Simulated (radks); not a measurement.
Task: These are the eigenvalues of the occupied orbitals of an atom or ion with whole-number occupations (eV). All-electron calculation, scalar-relativistic Kohn-Sham, PBE, spin-unpolarised, spherical densities, finite nucleus; Fermi nuclear charge, rms radius of each element as measured or else 0.836 A^(1/3) + 0.57 fm. Program: a radial shooting solver on a logarithmic mesh with Libxc functionals.

1s: -35120.31
2s: -7157.616
2p: -6654.233
3s: -2741.296
3p: -2582.917

Which element is it, and in what charge state? The configuration may be excited.

Result: Z = 53, iodine, charge +37: I37+ in [Ne] 3s2 3p4. The list shows which subshells hold electrons but not how many an open one holds; the 1s level, -1290.6 hartree, gives Z - s = 50.8 by -(Z - s)^2/2, which with screening and relativity narrows Z to a few neighbours, and the depths of the outer levels then fix element, charge and occupations together.
